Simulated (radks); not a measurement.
Valence configurations of neutral potassium (all share [Ar]). Method: non-relativistic Kohn-Sham, PBEsol, spin-polarised, spherical densities, point nucleus; open shells are filled with parallel spins first; computed with a radial shooting solver on a logarithmic mesh with Libxc functionals. Energies are relative to 4s1; eigenvalues in eV for spin up.

valence      E (eV)  moment (Bohr magnetons)   e(3d)   e(4p)   e(4s)
4s1           0.000                        1       -       -  -2.534
4s0.5 4p0.5   0.783                        1       -  -1.264  -2.814
4p1           1.548                        1       -  -1.516       -
3d0.5 4p0.5   2.030                        1  -0.596  -1.537       -

NIST lists [Ar] 4s1 as the ground configuration; this level of theory agrees among the configurations tried. The energies are those of spherical high-spin densities, not of single terms. No valid solution was reached for [Ar] 3d1.
